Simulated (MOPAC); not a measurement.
Input for MOPAC: PM6 on Hf2, 2S+1 = 3, a spin state set in the input, which need not be the lowest, a point of a bond scan (R = 2.776 Å).

```
PM6 1SCF PRECISE CHARGE=0 UHF MS=1 THREADS=1
Hf2

Hf     0.00000000 1     0.00000000 1     0.00000000 1
Hf     0.00000000 1     0.00000000 1     2.77589600 1
```

It printed:

```
*******************************************************************************
 **                                                                           **
 **                              MOPAC v23.2.5                                **
 **                                                                           **
 *******************************************************************************
 ** MOPAC's Digital Object Identifier: https://doi.org/10.5281/zenodo.6511958 **
 **                                                                           **
 ** Please cite the open-source release paper for use of this MOPAC version:  **
 ** J. E. Moussa and J. J. P. Stewart (2026)                                  **
 ** MOPAC: An open-source semiempirical molecular orbital program             **
 ** J. Open Source Softw., 11(119), 8025, https://doi.org/10.21105/joss.08025 **
 *******************************************************************************

                              PM6 CALCULATION RESULTS

 *******************************************************************************
 *  PM6        - The PM6 Hamiltonian to be used
 *  UHF        - UNRESTRICTED HARTREE-FOCK CALCULATION
 *
 *
 *
 *                 CHARGE ON SYSTEM = 0
 *
 *
 *
 *  MS=        - IN MECI, MAGNETIC COMPONENT OF SPIN =  1.0
 *  PRECISE    - TIGHTER CRITERIA TO BE USED
 *  1SCF       - DO 1 SCF AND THEN STOP
 *  THREADS=1  - MULTI-THREADING NOT USED
 *  T=         - A TIME OF 172800.0 SECONDS REQUESTED
 *  DUMP=N     - RESTART FILE WRITTEN EVERY 7200.0 SECONDS REQUESTED
 *******************************************************************************
PM6 1SCF PRECISE CHARGE=0 UHF MS=1 THREADS=1
 Hf2

   ATOM   CHEMICAL          X               Y               Z
  NUMBER   SYMBOL      (ANGSTROMS)     (ANGSTROMS)     (ANGSTROMS)

     1      Hf          0.00000000  *   0.00000000  *   0.00000000  *
     2      Hf          0.00000000  *   0.00000000  *   2.77589600  *



          CARTESIAN COORDINATES

    NO.       ATOM           X           Y           Z

     1        Hf          0.0000      0.0000      0.0000
     2        Hf          0.0000      0.0000      2.7759

 General Reference for PM6:
 "Optimization of Parameters for Semiempirical Methods V: Modification of NDDO Approximations
 and Application to 70 Elements", J. J. P. Stewart, J. Mol. Mod., 13, 1173-1213 (2007)
 URL: https://link.springer.com/article/10.1007/s00894-007-0233-4

           Empirical Formula: Hf2  =     2 atoms



      MOLECULAR POINT GROUP   :   D*h


          UHF CALCULATION, NO. OF ALPHA ELECTRONS =    5
                           NO. OF BETA  ELECTRONS =    3

 -------------------------------------------------------------------------------
 PM6 1SCF PRECISE CHARGE=0 UHF MS=1 THREADS=1
 Hf2



     1SCF WAS SPECIFIED, SO BFGS WAS NOT USED
     SCF FIELD WAS ACHIEVED


                              PM6 CALCULATION
                                                       MOPAC v23.2.5 Linux




          FINAL HEAT OF FORMATION =        322.65166 KCAL/MOL =    1349.97453 KJ/MOL


          COSMO AREA              =        126.55 SQUARE ANGSTROMS
          COSMO VOLUME            =        123.96 CUBIC ANGSTROMS

          IONIZATION POTENTIAL    =          6.851815 EV
          ALPHA SOMO LUMO (EV)    =         -6.852 -3.186
          BETA  SOMO LUMO (EV)    =         -9.234 -5.067
          NO. OF ALPHA ELECTRONS  =          5
          NO. OF BETA  ELECTRONS  =          3
          MOLECULAR WEIGHT        =        356.9800         POINT GROUP:  D*h

          MOLECULAR DIMENSIONS (Angstroms)

            Atom       Atom       Distance
           Hf     2   Hf     1     2.77590
           Hf     2   Hf     1     0.00000
           Hf     1   Hf     2     0.00000


          SCF CALCULATIONS        =          1





   ATOM   CHEMICAL          X               Y               Z
  NUMBER   SYMBOL      (ANGSTROMS)     (ANGSTROMS)     (ANGSTROMS)

     1      Hf          0.00000000  *   0.00000000  *   0.00000000  *
     2      Hf          0.00000000  *   0.00000000  *   2.77589600  *

                             CARTESIAN COORDINATES

   1   Hf        0.000000000     0.000000000     0.000000000
   2   Hf        0.000000000     0.000000000     2.775896000


           Empirical Formula: Hf2  =     2 atoms



      MOLECULAR POINT GROUP   :   D*h


          ALPHA EIGENVALUES
 -13.42834 -10.49425  -9.56801  -9.42334  -6.85181  -3.18635  -2.99315  -2.77269
  -2.33680  -2.01915  -1.89031  -1.62560   3.26896   3.47140   5.09219  18.30476
  18.50932  18.85600


           BETA EIGENVALUES
 -12.76313  -9.74648  -9.23444  -5.06746  -2.95772  -2.93638  -2.62308  -2.16112
  -2.03983  -1.75588  -1.58030  -1.41599   3.57325   4.09011   5.28394  18.59826
  18.86195  19.57609


              NET ATOMIC CHARGES AND DIPOLE CONTRIBUTIONS

  ATOM NO.   TYPE          CHARGE      No. of ELECS.   s-Pop       p-Pop       d-Pop
    1         Hf          -0.000000        4.0000     1.64493     0.54326     1.81181
    2         Hf           0.000000        4.0000     1.64493     0.54326     1.81181
 DIPOLE           X         Y         Z       TOTAL
 POINT-CHG.     0.000     0.000     0.000     0.000
 HYBRID         0.000    -0.000    -0.000     0.000
 SUM            0.000    -0.000     0.000     0.000


          ATOMIC ORBITAL ELECTRON POPULATIONS

     Atom    s        px        py        pz      x^2-y^2     xz        z^2       yz        xy
    1 Hf   1.64493   0.19851   0.10119   0.24356   0.41863   0.80149   0.19288   0.39881   0.00000
    2 Hf   1.64493   0.19851   0.10119   0.24356   0.41863   0.80149   0.19288   0.39881   0.00000


                    (SZ)    =    1.000000
                    (S**2)  =    2.014126


          ATOMIC ORBITAL SPIN POPULATIONS

    Atom   Total    s     px     py     pz   x^2-y^2  xz     z^2    yz     xy
         Atomic
    1 Hf  1.0000  0.016 -0.001  0.101 -0.006  0.414  0.001  0.076  0.399  0.000
    2 Hf  1.0000  0.016 -0.001  0.101 -0.006  0.414  0.001  0.076  0.399  0.000

 **********************
 *                    *
 * JOB ENDED NORMALLY *
 *                    *
 **********************




 == MOPAC DONE ==
```

The run finished.

Cost: around 0.04 core-seconds (rough).
